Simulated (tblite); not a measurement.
C5H7BO.
Bonds: C1–O2, O2–C3, C3–C4 (double), C4–B5, B5–C6, C6–C7 (double), C3–C7. Hydrogens: H8, H9, H10 on C1; H11 on C4; H12 on B5; H13 on C6; H14 on C7.

Computed with GFN2-xTB (tblite), gas phase: L-BFGS steps from a force-field or distance-geometry start until the largest atomic force falls under 0.01 eV/Å.

Step 38: E = -530.4188 eV
```
atom  x, y, z in Å  |  force x, y, z in eV/Å
C1      2.3629    0.3140   -0.4484   -0.015  -0.020   0.039
O2      1.1398    1.0067   -0.2773    0.008  -0.088  -0.042
C3      0.0110    0.3047   -0.0869   -0.017   0.072  -0.035
C4     -0.2910   -1.0026   -0.2499    0.079   0.034  -0.044
B5     -1.7363   -1.2050    0.2326    0.175  -0.135  -0.166
C6     -2.1849    0.2464    0.6809    0.030   0.003  -0.043
C7     -1.1726    1.0702    0.4222    0.023   0.012   0.028
H8      2.9803    0.8689   -1.1571   -0.107   0.072   0.052
H9      2.8746    0.2740    0.5210    0.001  -0.046  -0.096
H10     2.2215   -0.7016   -0.8233   -0.029   0.088   0.024
H11     0.4133   -1.7033   -0.6716   -0.061  -0.102   0.160
H12    -2.3551   -2.1894    0.2179   -0.083  -0.040   0.048
H13    -3.1270    0.5782    1.0781   -0.089   0.068   0.012
H14    -1.1371    2.1384    0.5395    0.085   0.081   0.064
```

Step 39: E = -530.4249 eV
```
atom  x, y, z in Å  |  force x, y, z in eV/Å
C1      2.3692    0.3200   -0.4486   -0.086  -0.002   0.016
O2      1.1400    1.0014   -0.2623    0.025  -0.144  -0.035
C3      0.0122    0.2938   -0.0824   -0.029   0.099   0.007
C4     -0.2955   -1.0124   -0.2452    0.079   0.044  -0.065
B5     -1.7479   -1.2090    0.2275    0.223  -0.111  -0.127
C6     -2.1897    0.2467    0.6726    0.025   0.082  -0.043
C7     -1.1692    1.0645    0.4235    0.005   0.073   0.023
H8      2.9715    0.8922   -1.1568   -0.085   0.051   0.053
H9      2.8919    0.2755    0.5156   -0.035  -0.062  -0.126
H10     2.2272   -0.6905   -0.8386    0.003   0.094   0.055
H11     0.4103   -1.7147   -0.6614   -0.065  -0.114   0.154
H12    -2.3706   -2.1932    0.2284   -0.048   0.000   0.027
H13    -3.1318    0.5897    1.0647   -0.051   0.031  -0.005
H14    -1.1182    2.1356    0.5409    0.039  -0.040   0.067
```

Question: Estimate the geometry and energy of step 40. (The exact step hangs on the optimiser's Hessian estimate; all steps are aligned on step 39, rigid shifts and turns removed.)

Answer: E = -530.4306 eV, largest force 0.181 eV/Å
```
atom  x, y, z in Å  |  force x, y, z in eV/Å
C1      2.3733    0.3253   -0.4492   -0.128   0.001  -0.001
O2      1.1407    0.9960   -0.2471    0.026  -0.129  -0.017
C3      0.0129    0.2863   -0.0779   -0.022   0.086   0.034
C4     -0.2977   -1.0194   -0.2419    0.050   0.042  -0.062
B5     -1.7542   -1.2143    0.2194    0.172  -0.033  -0.044
C6     -2.1943    0.2478    0.6629    0.013   0.114  -0.046
C7     -1.1668    1.0611    0.4244   -0.008   0.092   0.015
H8      2.9619    0.9122   -1.1559   -0.055   0.051   0.037
H9      2.9084    0.2733    0.5082   -0.069  -0.072  -0.136
H10     2.2292   -0.6782   -0.8540    0.030   0.059   0.068
H11     0.4083   -1.7269   -0.6460   -0.030  -0.122   0.123
H12    -2.3838   -2.1970    0.2388    0.010   0.049  -0.001
H13    -3.1373    0.6002    1.0516    0.016  -0.022  -0.038
H14    -1.1012    2.1333    0.5447   -0.005  -0.117   0.069
```

The energy changes by -0.0057 eV. The first-order estimate −F·Δx gives -0.0080 eV and the mean of the old and new forces, exact on a quadratic surface, -0.0058 eV. The step makes an angle of 74° with the force vector and moves no atom by more than 0.022 Å.

What follows is the cost of the whole relaxation. On one thread of an Intel Xeon Platinum 8259CL at 2.50 GHz, shared host with 96 logical CPUs at a one-minute load of 61, this took 1.7 s.
